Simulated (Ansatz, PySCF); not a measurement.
Gas-phase reaction in SMILES: C#CB(Cl)Cl + 6 [H][H] (H2) → B (BH3) + 2 C (CH4) + 2 Cl (HCl)
Geometries: B3LYP-D3(BJ)/def2-TZVP minima from Ansatz (a first-principles code).

Wanted: energy of full hydrogenation (0 K, with B3LYP-D3(BJ) harmonic zero-point energies from PySCF), in kcal/mol. Valence correlation only, unless marked. Spin-orbit coupling is left out. Non-relativistic. CBS marks a two-point X^-3 extrapolation of the correlation energy; Hartree-Fock from the larger set.

| level | program | energy of full hydrogenation (kcal/mol) |
|---|---|---|
| BLYP-D3(BJ)/def2-TZVPD | Ansatz + dftd3 | -27.6 |
| PBE0/def2-SVP | Ansatz | … |
| PBE0/def2-TZVPD | Ansatz | -48.1 |
| HSE06/def2-TZVPD | Ansatz | … |
| RPA@PBE/cc-pV(T+d)Z | Ansatz | -38.9 |
| SCS-MP2/STO-3G | Ansatz | -19.9 |
| SCS-MP2/cc-pV(D+d)Z | Ansatz | -39.4 |
| SCS-MP2/aug-cc-pV(T+d)Z | Ansatz | -37.2 |
| CCSD/cc-pV(D+d)Z | Ansatz | … |
| CCSD(T)/CBS(cc-pV(T+d)Z,cc-pV(Q+d)Z) | Ansatz | -38.7 |

Question: Fill in the missing entries.

Answer: 
- PBE0/def2-SVP, energy of full hydrogenation (kcal/mol): -49.3
- HSE06/def2-TZVPD, energy of full hydrogenation (kcal/mol): -47.8
- CCSD/cc-pV(D+d)Z, energy of full hydrogenation (kcal/mol): -48.0
